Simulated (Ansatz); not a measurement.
InCl₃. Total charge 0; singlet. Geometry PBE0-D4/def2-SVP; atoms count from 1.

```xyz
4

In    0.000    0.000    0.000
Cl    0.721    2.205   -0.040
Cl    0.009   -1.259   -1.949
Cl   -0.730   -0.946    1.988
```

In the def2 sets In takes a core potential; there is no spin–orbit coupling.

Question: Estimate the Mulliken populations from the PBE0/def2-TZVP orbitals of Ansatz.

Answer: 
```tsv
atom	charge (e)
In1	0.98
Cl2	-0.33
Cl3	-0.33
Cl4	-0.33
```
Mulliken values and Mayer orders depend strongly on the basis.

Question: And the Mayer bond orders between bonded heavy atoms (over 0.3)?

Answer: In1–Cl2 1.01 (2.32 Å); In1–Cl3 1.01 (2.32 Å); In1–Cl4 1.01 (2.32 Å).
